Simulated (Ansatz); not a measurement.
Relaxation of ClH7NO4Ta (14 atoms, charge 0, multiplicity 1), to a largest force component of 0.03 eV/Å in at most 50 steps.

Theory: RKS PBE/def2-SVP in Ansatz.

```xyz
14
Properties=species:S:1:pos:R:3
Ta -0.620 0.562 0.284
Cl 2.452 -1.289 1.114
O -0.317 -0.047 2.093
H 0.451 -0.537 2.448
O -0.278 0.948 -1.571
H 0.203 0.445 -2.253
O -2.324 1.397 0.523
H -2.663 1.711 1.392
O -0.748 -1.305 -0.285
H -0.687 -2.013 0.380
N 1.024 1.852 0.668
H 1.283 2.168 1.611
H 1.390 2.490 -0.046
H 2.285 -0.001 0.748
```

Task: Where does it end, and by what steps?

Result: The forces met the threshold. After 28 steps the energy has fallen by 1.567 eV; H14 moved furthest, 1.54 Å. Parted: Cl2–H14. Joined: Ta1–Cl2, N11–H14.

| step | energy less start (eV) | largest force component (eV/Å) | accepted |
| --- | --- | --- | --- |
| 0 | 0.0000 | 1.058 | yes |
| 1 | -0.1769 | 0.553 | yes |
| 2 | -0.2797 | 0.501 | yes |
| 3 | -0.3331 | 0.333 | yes |
| 4 | -0.3778 | 0.801 | yes |
| 5 | -0.4146 | 1.790 | yes |
| 6 | -0.5521 | 0.941 | yes |
| 7 | -0.6474 | 0.838 | yes |
| 8 | -0.6782 | 0.493 | yes |
| 9 | -0.7220 | 0.450 | yes |
| 10 | -0.7599 | 0.445 | yes |
| 11 | -0.8056 | 0.354 | yes |
| 12 | -0.8481 | 0.520 | yes |
| 13 | -0.9014 | 0.691 | yes |
| 14 | -1.0042 | 0.662 | yes |
| 15 | -1.1391 | 0.586 | yes |
| 16 | -1.2852 | 0.653 | yes |
| 17 | -1.4417 | 0.410 | yes |
| 18 | -1.4577 | 1.255 | yes |
| 19 | -1.4523 | 1.204 | no |
| 20 | -1.5428 | 0.306 | yes |
| 21 | -1.5575 | 0.270 | yes |
| 22 | -1.5610 | 0.111 | yes |
| 23 | -1.5638 | 0.110 | yes |
| 24 | -1.5638 | 0.141 | no |
| 25 | -1.5661 | 0.037 | yes |
| 26 | -1.5663 | 0.034 | yes |
| 27 | -1.5665 | 0.078 | yes |
| 28 | -1.5670 | 0.030 | yes |

```xyz
14
Properties=species:S:1:pos:R:3
Ta -0.316 0.090 0.254
Cl 1.930 -1.061 0.221
O -0.141 -0.354 2.148
H 0.615 -0.878 2.471
O 0.177 0.528 -1.557
H 0.943 0.198 -2.059
O -1.640 1.465 0.545
H -2.278 1.534 1.276
O -1.425 -1.420 -0.167
H -1.752 -2.094 0.453
N 1.151 1.897 0.817
H 1.007 2.245 1.774
H 1.068 2.698 0.176
H 2.113 1.532 0.755
```

Whether the end is a true minimum wasn't checked by a vibrational analysis.

Run time: 2.4 min on 4 threads of Arm Neoverse N1 (shared host), peak memory 0.24 GiB.
